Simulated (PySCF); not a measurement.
# Field gradients at the hydrogen positions

C5H4NOP.
SMILES with atom numbers: `[O:1]=[CH:2][c:3]1[cH:4][p:5][cH:6][cH:7][n:8]1` (hydrogens: H9 on C2; H10 on C4; H11 on C6; H12 on C7)

Level: PBE0/pcSseg-1 (PySCF, non-relativistic); Q(2H) = 0.00286 b; rigid geometry, the same for H and D, with no vibrational averaging.

Question: Rank these positions by the coupling χzz of a deuteron there, largest first.
A. H9 (formyl hydrogen)
B. H10 (aromatic hydrogen)
C. H11 (aromatic hydrogen)

Answer: C (217 kHz), B (212 kHz), A (183 kHz).

Tabulate Vzz, the asymmetry η and χzz = 234.96 MHz × Q × Vzz for every hydrogen position.

| atom | bonded to | bond length (Å) | Vzz (au) | η | χzz (kHz) |
| --- | --- | --- | --- | --- | --- |
| H9 | C2 | 1.104 | 0.2728 | 0.00 | 183 |
| H10 | C4 | 1.083 | 0.3157 | 0.04 | 212 |
| H11 | C6 | 1.082 | 0.3229 | 0.06 | 217 |
| H12 | C7 | 1.085 | 0.3103 | 0.06 | 208 |

A static deuteron (I = 1) shows a doublet split by (3/2)χ, (3/4)χ(1 + η) and (3/4)χ(1 − η) with the field along z, y and x of the gradient. What are these for H10?

With |χ| = 212.2 kHz and η = 0.037: 318, 165 and 153 kHz, to first order and without motion.

Isolated species at its GFN2-xTB geometry (one conformer only). GFN2-xTB bond lengths can be off by several hundredths of an ångström, more for odd bonds, and the gradients follow them. The basis is small and wasn't made for field gradients, so the couplings can be 20 % off.

Conformer computed: `[O:1]=[CH:2][c:3]1[cH:4][p:5][cH:6][cH:7][n:8]1`: O1–C2–C3–C4 0°.
